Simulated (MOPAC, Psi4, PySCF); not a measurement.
Approach curve of the dimer CH3Cl ··· H4Si (SMILES CCl and [SiH4]), singlet. Monomers: optimised at B3LYP-D3(BJ) (def2-TZVP), held rigid. Orientation: a higher rigid-body minimum at GFN2-xTB. Only R, the distance of the centres of mass, is varied, so the lowest point isn't the relaxed dimer.

Geometry at R = 4.80 Å (first 5 atoms: monomer A):
```
10

C     -0.1538    -0.0004     0.0011
Cl     1.6405     0.0046    -0.0120
H     -0.4875    -0.4769     0.9179
H     -0.5004    -0.5554    -0.8653
H     -0.4988     1.0282    -0.0416
Si    -2.1751    -2.4514     2.5193
H     -3.0338    -1.7829     1.5157
H     -1.5711    -1.4334     3.4084
H     -1.1023    -3.2025     1.8290
H     -2.9929    -3.3867     3.3241
```

Levels of theory: RKS-B3LYP/6-31G* = restricted B3LYP/6-31G*, spherical d, no counterpoise correction (PySCF); PM7, restricted, heats of formation (MOPAC); RKS-B3LYP/LANL2DZ = restricted B3LYP/LANL2DZ, with its core potentials past Ne, no counterpoise correction (PySCF); wB97X-D/def2-TZVP, counterpoise-corrected (Psi4).

Interaction energies in kcal/mol; the last columns give the difference from wB97X-D:

```csv
R / Å,RKS-B3LYP/6-31G*,PM7,RKS-B3LYP/LANL2DZ,wB97X-D/def2-TZVP,RKS-B3LYP/6-31G* − wB97X-D/def2-TZVP,PM7 − wB97X-D/def2-TZVP,RKS-B3LYP/LANL2DZ − wB97X-D/def2-TZVP
4.22,2.64,6.29,3.13,1.01,1.63,5.27,2.12
4.39,1.56,4.11,1.80,0.17,1.40,3.94,1.63
4.60,0.82,2.35,0.89,-0.30,1.12,2.65,1.19
4.80,0.45,1.29,0.47,-0.43,0.88,1.72,0.90
4.96,0.28,0.73,0.29,-0.44,0.72,1.17,0.73
5.23,0.13,0.15,0.16,-0.38,0.51,0.54,0.54
5.51,0.07,-0.11,0.11,-0.30,0.38,0.19,0.42
5.79,0.05,-0.19,0.09,-0.23,0.28,0.04,0.32
6.28,0.03,-0.15,0.06,-0.13,0.16,-0.02,0.19
6.98,0.02,-0.07,0.03,-0.06,0.08,-0.01,0.09
8.04,0.01,-0.03,0.01,-0.02,0.03,-0.01,0.03
9.34,0.00,-0.01,0.01,-0.01,0.01,0.00,0.01
```

RKS-B3LYP/6-31G* is furthest from wB97X-D/def2-TZVP at 4.22 (1.63 kcal/mol, above); its mean absolute difference over the points is 0.60 kcal/mol.

PM7 is furthest from wB97X-D/def2-TZVP at 4.22 (5.27 kcal/mol, above); its mean absolute difference over the points is 1.30 kcal/mol.

RKS-B3LYP/LANL2DZ is furthest from wB97X-D/def2-TZVP at 4.22 (2.12 kcal/mol, above); its mean absolute difference over the points is 0.68 kcal/mol.
